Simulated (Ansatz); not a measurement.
Consider the ligand exchange at a Ge–O bond: `C[O][GeH2][CH3]` + `C=N` → `C=[N][GeH2][CH3]` + CH₃OH.

Program: Ansatz. Geometries: PBE0-D4/def2-TZVP. ΔE: electronic, gas phase. CCSD(T)/CBS is the MP2 limit (def2-TZVPP, def2-QZVPP) plus CCSD(T) − MP2 in def2-TZVPP, frozen cores. This one scheme is used for every species. Functionals use def2-TZVPP. B3LYP here is the variant with VWN-RPA as its local correlation; programs differ in this. For Ge outer-core shells are correlated without core-valence functions, which leaves a few kJ/mol of doubt a bond. Scalar relativity is left out up to krypton. One conformer a species, not always the lowest.

```csv
level,ΔE (kcal/mol),difference from CCSD(T)/CBS
PBE-D4,5.6,-0.9
PBE0-D4,5.7,-0.8
B3LYP-D4,6.6,0.1
B2PLYP,6.7,0.2
PBE,5.7,-0.8
SCS-MP2/def2-TZVPP,6.8,0.3
CCSD/def2-TZVPP,6.9,0.4
CCSD(T)/def2-TZVPP,6.7,0.2
HF/def2-QZVPP,7.9,1.4
MP2/def2-QZVPP,6.0,-0.5
CCSD(T)/CBS,6.5,0
```

Largest T1 diagnostic among the species: 0.012.

In def2-TZVPP, CCSD(T) changes the Hartree–Fock value by −1.1 kcal/mol (the triples alone add −0.2 kcal/mol) and MP2 by −1.7 kcal/mol.
